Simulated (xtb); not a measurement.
C₃H₇FSi, SMILES F[C@H]1C[C@@H]1[SiH3]. All values are semi-empirical tight-binding results from xtb (GFN2-xTB unless named), good for trends rather than for accurate numbers. Geometry: GFN2-xTB. The structure was generated by enumeration; whether it is a known compound was not checked.

The orbital gap is 5.84 eV and the dipole moment comes out as 2.18 D. The zero-point energy is 54.1 kcal/mol, the G − E(el) at 298.15 K (modified RRHO) is 35.1 kcal/mol and the static polarisability (D4 model) is 63.4 bohr³. The solvation energy, GFN2-xTB/ALPB(water) is -1.4 kcal/mol. The solvation energy, GFN2-xTB/ALPB(acetone) is -3.9 kcal/mol.
